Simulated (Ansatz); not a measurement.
System: CH4Al, net charge 1, singlet state. It need not be the lowest isomer of its formula. 
Coordinates optimised at B3LYP-D3(BJ)/def2-TZVP (Ansatz, a program for electronic structure):
```xyz
6

Al    -0.3948    -0.5491    -0.2673
C      0.6401     0.8904     0.4334
H      0.4530     0.9983     1.5051
H      0.3717     1.8232    -0.0694
H      1.7046     0.6964     0.2768
H     -1.2381    -1.7221    -0.8383
```
Charge +1, spin multiplicity 1.

Basis-set convergence of Hartree-Fock and CCSD(T) correlation energies (hartree) with Ansatz. Valence correlation only, unless marked. No spin-orbit coupling. Non-relativistic.

```
basis            functions       E(HF)  E(corr, CCSD(T))
---------------  ---------  ----------  ----------------
aug-cc-pV(D+d)Z         91  -281.84980          -0.23721
aug-cc-pV(T+d)Z        193  (withheld)        (withheld)
```

Task: What belongs in the gaps?

Result: 
- aug-cc-pV(T+d)Z, E(HF): -281.87032
- aug-cc-pV(T+d)Z, E(corr, CCSD(T)): -0.27514
